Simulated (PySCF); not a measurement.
**Fractional electron number in Ni⁺ (nickel, charge +1)**

The 3d beta orbital of [Ar] 3d9 is emptied in steps (occupation f), with all orbitals relaxed, ending at [Ar] 3d8. Calculation: PySCF 2.14, in aug-pcseg-2 (7s5p4d3f2g, 81 functions); the non-relativistic Hamiltonian (point nucleus). The exact energy is a straight line in f; departures are measured from the line between the end points of the same method.

| f | LDA (eV) | PBE (eV) |
| --- | --- | --- |
| 1 | 0.000 | 0.000 |
| 0.8 | -1.168 | -1.119 |
| 0.6 | -1.779 | -1.703 |
| 0.4 | -1.805 | -1.726 |
| 0.2 | -1.219 | -1.164 |
| 0 | 0.000 | 0.000 |

Task: For LDA, how does the orbital energy at f = 1 compare with the removal energy?

Result: −ε = 12.535 eV against a total-energy difference of 19.710 eV. By Janak's theorem ε = ∂E/∂f, so the gap between them reflects the curvature. Along the path −ε is 15.237 (f = 0.8), 18.095 (f = 0.6), 21.089 (f = 0.4), 24.204 (f = 0.2) eV.

```csv
method,E(f=0) − E(f=1) (eV),−ε at f=1 (eV),−ε at f=0.4 (eV)
LDA,19.710,12.535,21.089
PBE,19.039,12.179,20.370
```

Reference removal energy between the ground levels: 18.169 eV (measured; NIST Atomic Spectra Database, ionization energies). The calculation has no spin-orbit coupling. The determinant left behind need not be the lowest term of the ion.
